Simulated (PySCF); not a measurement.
Species, as SMILES: O=S(F)F.
Geometry (B3LYP-D3(BJ)/def2-TZVP, fixed):
```xyz
4

O      1.3619    -0.1486    -0.3569
S      0.1670    -0.0077     0.4048
F     -0.6344     1.2320    -0.2285
F     -0.8731    -1.0862    -0.1739
```

How fast the mean static polarisability converges with the basis for several methods (PySCF): deviation from each method's own reference, in %. References: HF 24.28 bohr³, the value in aug-cc-pV(Q+d)Z; PBE 28.24 bohr³, the value in aug-cc-pV(Q+d)Z; PBE0 26.77 bohr³, the value in aug-cc-pV(Q+d)Z. All functions are spherical. Density fitting with generated auxiliary sets. No added dispersion term, no relativity. 

| basis | functions | HF | PBE | PBE0 |
|---|---|---|---|---|
| STO-3G | 24 | -57.5 | [?] | -61.9 |
| 6-31G** | 60 | -23.5 | [?] | -25.9 |
| pcseg-1 | 60 | -22.2 | [?] | -24.8 |
| 6-311G** | 80 | -25.0 | [?] | -26.8 |
| def2-SVPD | 96 | -1.3 | [?] | -1.3 |
| aug-cc-pV(D+d)Z | 101 | -2.4 | [?] | -2.7 |
| cc-pV(T+d)Z | 129 | -15.5 | [?] | -17.7 |
| def2-TZVP | 130 | -13.5 | [?] | -15.4 |
| def2-TZVPP | 135 | -13.4 | [?] | -15.4 |
| jun-cc-pV(T+d)Z | 165 | -0.6 | [?] | -0.8 |
| def2-TZVPD | 166 | -0.1 | [?] | -0.1 |
| def2-QZVP | 241 | -5.6 | [?] | -6.6 |

**Question.** What belongs in the gaps?

**Answer.** 
- STO-3G, PBE: -63.7
- 6-31G**, PBE: -27.7
- pcseg-1, PBE: -26.6
- 6-311G**, PBE: -28.2
- def2-SVPD, PBE: -1.3
- aug-cc-pV(D+d)Z, PBE: -2.7
- cc-pV(T+d)Z, PBE: -19.4
- def2-TZVP, PBE: -17.0
- def2-TZVPP, PBE: -17.0
- jun-cc-pV(T+d)Z, PBE: -0.9
- def2-TZVPD, PBE: 0.0
- def2-QZVP, PBE: -7.6

Mean absolute deviation over 6-311G**, cc-pV(T+d)Z, def2-TZVP, def2-TZVPP, jun-cc-pV(T+d)Z, def2-TZVPD: HF 11.4, PBE0 12.7, PBE 13.8 %.
